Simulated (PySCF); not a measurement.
## Assigning NMR signals

Numbering as in the mapped SMILES `[F:1][C:2]([F:3])([F:4])[CH2:5]/[CH:6]=[N:7]/[SiH3:8]`. Each H is labelled by its parent atom.

- GFN2-xTB geometry
- NMR shieldings at PBE0/pcSseg-1/GIAO
- run in PySCF 2.14.0 with density-fitted response routines
- a single conformation, non-relativistic Hamiltonian, isolated molecule, one averaged value for each set of equivalent atoms

Scale: 13C (σ = 186.93 ppm) and 1H (σ = 31.72 ppm) vs TMS (reference shieldings calculated alike).

(1) Assign these signals to the numbered atoms. 13C{1H} NMR (computed): δ 171.3 (CH), 134.6 (C), 53.2 (CH2).

(2) Assign these signals to the numbered atoms. 1H NMR (500 MHz, computed): δ 8.74 (m, 1H), 5.00 (s, 3H), 3.15 (m, 2H).

Results:

(1) 
```tsv
δ (ppm)	atoms	environment	reason
171.3	C6	C=N carbon	–
134.6	C2	CF3 carbon	3 electronegative neighbours deshield it
53.2	C5	sp3 CH2	a saturated carbon with 2 carbon neighbours and no heteroatom attached
```

(2) 
```tsv
δ (ppm)	atoms	environment	reason
8.74	H(C6)	hydrogen on a C=N carbon	–
5.00	H(Si8)	hydrogen on a silicon bonded to N	–
3.15	H(C5)	hydrogen on an sp3 CH2	–
```

Splittings by 19F in the carbon and heteronuclear signals aren't shown, as no couplings were computed. Shifts are as computed. Against solution values, carbons near 30 ppm lie about +3 ppm off and those near 130 ppm about +5 ppm. Of 1309 compounds with measured shifts, 239 miss one by over three times the rms of a fit or turn the order of signals round; such compounds aren't used in these exercises. Multiplicities follow the n + 1 count of equivalent neighbours, as no J values were calculated; m marks all less simple cases, F and P coupling included.
